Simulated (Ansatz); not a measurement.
Ag8Te4⁺, relaxed as a doublet with UKS PBE-D4/def2-SVP in Ansatz, starting from the GFN1-xTB geometry. Force threshold 0.03 eV/Å.

In the def2 sets Ag, Te take a core potential; there is no spin–orbit coupling. The gap within one spin of the charge 1 doublet nearly closes, so an electron or hole may be smeared out by delocalisation error. Another isomer (doublet) lies 0.09 eV lower at PBE0-D4/def2-TZVP; other spin states weren't run for this one.

Start:

Cartesian coordinates in Å:
```
Ag 2.017 2.020 -4.620
Ag -1.340 -2.283 -0.412
Ag 0.989 1.664 0.274
Ag -0.975 -0.985 2.084
Ag 1.831 -0.606 1.893
Ag -1.262 0.470 -1.358
Ag -1.755 1.624 1.268
Ag 1.279 -1.116 -0.920
Te 0.877 -2.958 0.976
Te 0.404 1.465 2.877
Te -3.188 -0.432 0.266
Te 1.122 1.136 -2.328
```

```tsv
step	energy (eV)	largest force component (eV/Å)	SCF passes
1	-61175.8549	0.941	73
2	-61176.0516	0.516	36
3	-61176.1559	0.111	33
4	-61176.1839	0.126	36
5	-61176.2066	0.181	32
6	-61176.2501	0.247	36
7	-61176.2939	0.291	33
8	-61176.3428	0.268	32
9	-61176.3967	0.175	33
10	-61176.4509	0.158	34
11	-61176.5107	0.187	34
12	-61176.5783	0.187	38
13	-61176.6305	0.143	40
14	-61176.6629	0.127	40
15	-61176.6742	0.189	42
16	-61176.6843	0.077	36
17	-61176.6868	0.019	37
18	-61176.6876	0.009	35
```

Force components are those of the run's own axes.

End:

```xyz
12

Ag    0.2721    1.6939   -4.0582
Ag   -1.3827   -1.8340   -0.2376
Ag    1.1251    1.7033    0.3426
Ag   -0.8370   -1.1599    2.4728
Ag    1.9110   -0.6027    1.9406
Ag   -0.6965    0.6568   -1.6598
Ag   -1.7382    1.2032    1.0825
Ag    1.4432   -1.2424   -0.8841
Te    0.7637   -3.0312    1.0898
Te    0.2751    1.4407    2.9416
Te   -3.2174    0.0724   -0.8650
Te    2.0815    1.0998   -2.1652
```

Bonds lost: Ag4–Te11 (atoms count from 1). Metal–metal contacts that move far: Ag1–Ag6 4.88 to 2.79 Å, Ag2–Ag7 4.27 to 3.33 Å.

The force fell under the threshold at step 17, but the optimiser went on. No frequencies were taken in this run, so the end may be a saddle point.

Hardware: 2 threads of AMD EPYC 7R13 on a shared host and a share (18 GiB) of an NVIDIA H100 80GB HBM3. Wall time 1.8 min, peak host memory 1.1 GiB.
